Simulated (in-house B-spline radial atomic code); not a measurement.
# Ionising Rb VII (Rb6+) with different functionals

Computed with an all-electron radial atomic-structure program (B-spline basis): four-component Dirac-Coulomb Hamiltonian, Fermi nucleus of rms radius 4.2036 fm, spin-restricted, spherical fractional occupations for the functionals. The ionisation energy is the difference of two self-consistent energies, [Ar] 3d10 4s2 4p1 → [Ar] 3d10 4s2, without Breit or QED terms; ε is the level of the shell that loses the electron (mean over j). The electron is taken from both j subshells in proportion to 2j + 1, so the result is a j average, not the step between ground levels.

Hybrids are left out here: with spherical fractional occupations of an open shell their exact exchange keeps a self-interaction that integer-occupation calculations don't have.

```csv
method,rung,ΔSCF (eV),-ε(4p) (eV)
LDA VWN5,LDA,98.28,90.50
relativistic LDA,LDA,98.25,90.47
LDA PW92,LDA,98.28,90.49
LDA exchange-only,LDA,96.67,88.88
PBE,GGA,?,?
PBEsol,GGA,97.80,90.09
BLYP,GGA,97.91,90.11
RPBE,GGA,97.55,89.88
PW91,GGA,97.94,90.21
BP86,GGA,97.97,90.26
AM05,GGA,?,?
OLYP,GGA,97.46,89.86
```

What does AM05 give?

ΔSCF 97.79 eV, and -ε(4p) = 90.08 eV.

What does PBE give?

ΔSCF 97.77 eV, and -ε(4p) = 90.04 eV.

How do they compare with the NIST value?

NIST lists 98.67 eV ± 0.04 (semi-empirical, ground level to ground level). Errors run from -2.00 to -0.39 eV; LDA VWN5 is closest (-0.39 eV), though others lie within the uncertainty of it, and part of that can be cancellation, since the calculations leave out Breit-QED terms, spin polarisation, the choice among j levels, multiplet and fine-structure energies.
